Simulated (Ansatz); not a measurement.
H9NOSi3 can be A, `[SiH3]N[SiH2]O[SiH3]`, or B, `N[Si](O)([SiH3])[SiH3]`.

Calculated with Ansatz (gas phase, PBE0-D4/def2-TZVP geometries, no zero-point term in ΔE). CCSD(T)/CBS is the MP2 limit (def2-TZVPP, def2-QZVPP) plus CCSD(T) − MP2 in def2-TZVPP, frozen cores. Functionals use def2-TZVPP. B3LYP here is the variant with VWN-RPA as its local correlation; programs differ in this. One conformer a species, not always the lowest.

Which isomer does CCSD(T)/CBS put lower? Give the gap. (An estimate is asked.)

The calculation gave: A, by 174.2 kJ/mol.

Give E(B) − E(A) in kJ/mol with B3LYP-D4, CCSD(T)/def2-TZVPP, CCSD/def2-TZVPP, r2SCAN-D4, PBE-D4, HF/def2-TZVPP, PBE0-D4. (An estimate is asked.)

The calculation gave: B3LYP-D4 169.1, CCSD(T)/def2-TZVPP 175.2, CCSD/def2-TZVPP 181.8, r2SCAN-D4 157.2, PBE-D4 121.9, HF/def2-TZVPP 220.6, PBE0-D4 139.9. None reverses the order clearly.

Largest T1 diagnostic: 0.013.

In def2-TZVPP, CCSD(T) changes the Hartree–Fock value by −45.4 kJ/mol (the triples alone add −6.6 kJ/mol) and MP2 by −31.2 kJ/mol. From PBE to PBE0 (25 % exact exchange), in def2-TZVPP and without D4, E(B) − E(A) moves by +18.1 kJ/mol.
